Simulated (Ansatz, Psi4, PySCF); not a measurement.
Noncovalent pair: CH2O (SMILES C=O) (first 4 atoms) with H4OSi (SMILES O[SiH3]); geometry from B3LYP-D3(BJ)/def2-TZVP.
(charge 0, multiplicity 1):
```csv
atom,x (Å),y (Å),z (Å)
C,0.2694,-0.4880,0.0356
O,-0.7562,-0.4380,0.6653
H,0.2810,-0.8315,-1.0129
H,1.2353,-0.1931,0.4797
O,0.2680,0.5349,3.0829
Si,0.0618,-0.0999,4.5854
H,-0.2951,0.2201,2.3563
H,-1.2928,0.1737,5.1287
H,1.0752,0.5370,5.4530
H,0.2639,-1.5723,4.5977
```

Counterpoise-corrected where a basis set is named; no monomer relaxation.

Correlated levels freeze the cores.

Run with Ansatz (a quantum-chemistry and plane-wave program) with Gaussian orbitals; Psi4 for SAPT; PySCF for the dispersion terms. 

What interaction energy does SVWN5/def2-TZVPPD give?

-39 kJ/mol
